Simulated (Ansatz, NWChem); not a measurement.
## From Ansatz to NWChem

Ansatz 0.2.0 runs this on CH7BSi2 (SMILES CB1[SiH2][SiH2]1):

run.yaml:
```yaml
crystal:
  periodic: [false, false, false]
  atoms:
    - {symbol: C, position_ang: [-0.263900, 1.793500, 0.099500]}
    - {symbol: B, position_ang: [-0.450600, 0.243000, -0.016600]}
    - {symbol: Si, position_ang: [0.018800, -1.148600, 1.199400]}
    - {symbol: Si, position_ang: [0.210300, -0.982900, -1.318800]}
    - {symbol: H, position_ang: [0.165600, 2.121800, 1.048800]}
    - {symbol: H, position_ang: [-1.271300, 2.229100, 0.051100]}
    - {symbol: H, position_ang: [0.301000, 2.238000, -0.723000]}
    - {symbol: H, position_ang: [-0.479200, -2.541300, 1.107000]}
    - {symbol: H, position_ang: [0.876900, -0.975400, 2.403900]}
    - {symbol: H, position_ang: [1.239000, -0.662800, -2.346600]}
    - {symbol: H, position_ang: [-0.281200, -2.371200, -1.484200]}
basis:
  gaussian:
    orbitals: 6-31G_st_-spherical.json
correlation:
  method: ccsd_t
  frozen_orbitals: {B: 1, C: 1, H: 0, Si: 5}
accuracy: high
scf:
  omitted_lower_state_checks: [cluster_reference, increment]
```

```bash
$ ansatz run run.yaml --threads 1 --pin off --max-ram 3480MiB --events-out events.jsonl --progress --plain --runs-dir runs
```

(Basis files named in the input come from the Basis Set Exchange and aren't shown.)

The shape is that of a PBE0-D4/def2-TZVP optimisation.

It gives a total energy of -644.811392 Eh.

Problem. Write the same calculation for NWChem 7.3.0 as an input file of the program's own.

Solution. This input was run:

ch7bsi2.nw:
```
start ch7bsi2
title "CH7BSi2"
memory 2200 mb
geometry units angstroms noautosym nocenter noautoz
   C    -0.263900    1.793500    0.099500
   B    -0.450600    0.243000   -0.016600
   Si    0.018800   -1.148600    1.199400
   Si    0.210300   -0.982900   -1.318800
   H     0.165600    2.121800    1.048800
   H    -1.271300    2.229100    0.051100
   H     0.301000    2.238000   -0.723000
   H    -0.479200   -2.541300    1.107000
   H     0.876900   -0.975400    2.403900
   H     1.239000   -0.662800   -2.346600
   H    -0.281200   -2.371200   -1.484200
end
basis spherical bse
   * library 6-31G*
end
scf
   thresh 1e-08
   maxiter 80
   noprint "final vectors analysis"
end
ccsd
   freeze core 12
   maxiter 60
end
task ccsd(t) energy
```

```bash
$ nwchem ch7bsi2.nw > ch7bsi2.out
```

Its energy is -644.811392 Eh, the same as the first but for the last digit, at most.
